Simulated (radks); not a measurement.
Values are calculated unless marked as measured or tabulated.
Question: The samarium ion Sm13+, 49 electrons, occupied as [Kr] 4d10 4f1 5s2. Code: a radial shooting solver on a logarithmic mesh with Libxc functionals. Model: Dirac Kohn-Sham, exchange-only PBE, spin-unpolarised, spherical densities, finite nucleus; open shells fill j = l - 1/2 first; Fermi nuclear charge, rms radius 5.0819 fm. Some entries of the table are withheld. Estimate them.

orbital,occ.,eigenvalue (Ry),<r^2> (bohr^2),<r> (bohr)
1s1/2,2,-3446.256,0.0007049,0.02274
2s1/2,2,-579.0222,0.01105,0.09651
2p1/2,2,(1),0.008051,0.08074
2p3/2,4,(2),0.009294,0.08737
3s1/2,2,-142.0852,0.07411,0.2545
3p1/2,2,-129.5313,0.06928,0.2441
3p3/2,4,-120.5545,0.07644,0.2568
3d3/2,4,-98.76513,0.06149,0.2285
3d5/2,6,-96.81755,0.06350,0.2325
4s1/2,2,-42.93651,0.3641,0.5685
4p1/2,2,-38.06062,0.3804,0.5790
4p3/2,4,-35.96882,0.4145,0.6047
4d3/2,4,(3),0.4564,0.6299
4d5/2,6,(4),0.4681,0.6381
5s1/2,2,-18.10480,1.495,1.159
4f5/2,1,(5),(6),0.6877
4f7/2,0,(7),(8),0.6913

Answer: 
(1) 2p1/2 eigenvalue (Ry): -549.8496
(2) 2p3/2 eigenvalue (Ry): -505.5478
(3) 4d3/2 eigenvalue (Ry): -27.87494
(4) 4d5/2 eigenvalue (Ry): -27.48035
(5) 4f5/2 eigenvalue (Ry): -17.80983
(6) 4f5/2 <r^2> (bohr^2): 0.5565
(7) 4f7/2 eigenvalue (Ry): -17.74172
(8) 4f7/2 <r^2> (bohr^2): 0.5620
